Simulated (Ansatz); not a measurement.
Ansatz (a program for electronic structure) input (HF/3-21G): The .json file is the Basis Set Exchange's 3-21G.

Ansatz 0.2 input:
```yaml
crystal:
  periodic: [false, false, false]
  atoms:
    - {symbol: C, position_ang: [-0.00000000, -0.00000000, -1.23960500]}
    - {symbol: N, position_ang: [0.00000000, 0.00000000, 0.00000000]}
    - {symbol: C, position_ang: [0.00000000, 0.00000000, 1.23960500]}
basis:
  gaussian:
    orbitals: 3-21G.json
hamiltonian:
  xc: {name: HF}
magnetization: {spin_polarized: true, initial_magnetization: 1}
relax: {f_tol: 0.003, max_steps: 120}
```

Output:

```
Functional definition: HF
integrals: 0.00 GiB planned
431 factors; integrals over basis functions are off by at most 9.3e-5 eV
mean field: 0.06 GiB planned
mean field evaluation 1: about -3517.1723 eV, gradient 9.9e0 eV
mean field evaluation 2: about -3517.2728 eV, gradient 1.0e1 eV
mean field evaluation 4: about -3518.2644 eV, gradient 2.4e0 eV
mean field evaluation 8: about -3518.3839 eV, gradient 1.2e-1 eV
mean field evaluation 16: about -3517.2592 eV, gradient 4.8e0 eV
mean field evaluation 32: about -3504.8668 eV, gradient 1.0e1 eV
mean field evaluation 64: about -3518.1940 eV, gradient 1.3e0 eV
mean field -3518.38414226 eV, -129.2982323816 hartree, gradient 2.1e-5 eV, S^2 0.860565; 0 other end points of the search recorded, 0 dependent functions left out
the calculation of the forces begins
reference -3518.38414226 eV, -129.2982323816 hartree; 10, 9 occupied and 17, 18 virtual orbitals, 431 factors
relax step   1: F+E_penalty+E_count = -3518.38414226 eV  Δ(F+E_penalty+E_count) = +0.000e0 eV  max|allowed force component| = 3.516e-1 eV/Å  Δτ_max = 0.0000 Å  (114 SCF iters, accepted)
these checks for a lower state are left out or cut short: starts, cluster_reference, orbital_swaps, neighbouring_geometries, increment
integrals: 0.00 GiB planned
431 factors; integrals over basis functions are off by at most 9.4e-5 eV
mean field: 0.06 GiB planned
mean field -3518.38567676 eV, -129.2982887734 hartree, gradient 2.0e-5 eV, S^2 0.863103; 0 other end points of the search recorded, 0 dependent functions left out
the calculation of the forces begins
reference -3518.38567676 eV, -129.2982887734 hartree; 10, 9 occupied and 17, 18 virtual orbitals, 431 factors
relax step   2: F+E_penalty+E_count = -3518.38567676 eV  Δ(F+E_penalty+E_count) = -1.535e-3 eV  max|allowed force component| = 7.022e-2 eV/Å  Δτ_max = 0.0036 Å  (70 SCF iters, accepted)
these checks for a lower state are left out or cut short: starts, cluster_reference, orbital_swaps, neighbouring_geometries, increment
integrals: 0.00 GiB planned
431 factors; integrals over basis functions are off by at most 9.5e-5 eV
mean field: 0.06 GiB planned
mean field -3518.38574168 eV, -129.2982911591 hartree, gradient 2.0e-5 eV, S^2 0.863750; 0 other end points of the search recorded, 0 dependent functions left out
the calculation of the forces begins
reference -3518.38574168 eV, -129.2982911591 hartree; 10, 9 occupied and 17, 18 virtual orbitals, 431 factors
relax step   3: F+E_penalty+E_count = -3518.38574168 eV  Δ(F+E_penalty+E_count) = -6.492e-5 eV  max|allowed force component| = 8.190e-4 eV/Å  Δτ_max = 0.0009 Å  (56 SCF iters, accepted)
integrals: 0.00 GiB planned
431 factors; integrals over basis functions are off by at most 9.5e-5 eV
mean field: 0.06 GiB planned
mean field evaluation 96: about -3518.3857 eV, gradient 3.2e-4 eV
mean field evaluation 128: about -3512.2362 eV, gradient 8.8e0 eV
mean field evaluation 160: about -3518.2373 eV, gradient 4.1e-1 eV
mean field -3518.38574168 eV, -129.2982911591 hartree, gradient 2.0e-5 eV, S^2 0.863750; 1 other end points of the search recorded, 0 dependent functions left out
the calculation of the forces begins
reference -3518.38574168 eV, -129.2982911591 hartree; 10, 9 occupied and 17, 18 virtual orbitals, 431 factors
Total energy: -3518.38574168 eV, -129.2982911591 hartree
Atom 0 at    -0.000000     0.000000    -1.244168 Å, force    -0.000000    -0.000000    -0.000819 eV/Å
Atom 1 at     0.000000    -0.000000     0.000000 Å, force     0.000000     0.000000    -0.000000 eV/Å
Atom 2 at    -0.000000     0.000000     1.244168 Å, force    -0.000000    -0.000000     0.000819 eV/Å
Dipole moment:    -0.000000    -0.000000    -0.000000 e Å
```

The geometry given is a B3LYP-D3(BJ)/def2-TZVP minimum.

The determinant is spin-contaminated: <S^2> is 0.86 against 0.75 for a pure state.
